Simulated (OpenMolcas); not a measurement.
An atom or ion with 26 electrons was computed by XMS-CASPT2, IPEA 0.25 Eh, imaginary shift 0.1 Eh with spin-orbit coupling (OpenMolcas, ANO-RCC-VTZP, DKH2). The lowest levels that the run gave, each within 12 % of the measured value where one is at hand:

| J | Parity | E (cm-1) | g |
| --- | --- | --- | --- |
| 4 | even | 0.0 | 1.250 |
| 3 | even | 1823 | 1.084 |
| 2 | even | 3030 | 0.669 |
| 2 | even | 16270 | 1.069 |
| 2 | even | 19940 | 1.428 |
| 1 | even | 20310 | 1.501 |
| 0 | even | 20640 |  |
| 4 | even | 27370 | 1.000 |
| 0 | even | 62520 |  |

Problem. Which ion is it, and what are the configurations and terms?

Solution. Cu IV (Z = 29, charge +3; active space 8 electrons in 5 orbitals (3d)). J, parity and g give the terms where levels are pure, and mixed ones are named by the computed weights; the size of the splittings, set against known spectra of the 26-electron sequence, gives the charge. In order, with the measured energies in cm-1 (Sugar and Musgrove, J. Phys. Chem. Ref. Data 19, 527 (1990)): 3d8 3F4, 3d8 3F3 (1861), 3d8 3F2 (3078), 3d8 1D2 (16248), 3d8 3P2 (19697), 3d8 3P1 (20097), 3d8 3P0 (20423), 3d8 1G4 (26913), 3d8 1S0 (61456).

Term energies are means over components that CASPT2 splits; among the terms shown or strongly mixed into the levels shown the widest spread is 1100 cm-1 (3d8 3F). Computed and measured levels are paired by configuration, term and J; levels that our copy of the source lacks, or whose pairing is in doubt (as where it misses far off the trend of its configuration), stay unpaired and out of the deviations. Only configurations of the active space appear.
